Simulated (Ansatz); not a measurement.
Species: C$_{4}$H$_{5}$BOS, SMILES `Bc1ccc(O)s1` (charge 0, multiplicity 1).

**Question.** Give a relaxed geometry from PBE0-D3(BJ)/def2-SVP (Ansatz, a quantum-chemistry and plane-wave program).

**Answer.** This is not unique; one that fits is the end point of this relaxation, one of several conformers (outside a Z-matrix the atoms follow the SMILES, hydrogens last).
Z-matrix (Å, degrees):
```
C
C 1 1.3934
H 2 1.0918 1 120.95
C 2 1.4031 3 123.75 1 -180.00
C 4 1.3855 2 111.45 3 -179.98
O 5 1.3329 4 124.13 2 179.99
H 6 0.9640 5 110.87 4 179.97
H 4 1.0896 5 122.39 6 -0.01
B 1 1.5088 2 129.31 3 -0.01
H 9 1.2095 1 121.40 2 -179.98
H 9 1.2100 10 120.10 1 -180.00
S 5 1.7223 6 123.67 7 -0.03
```
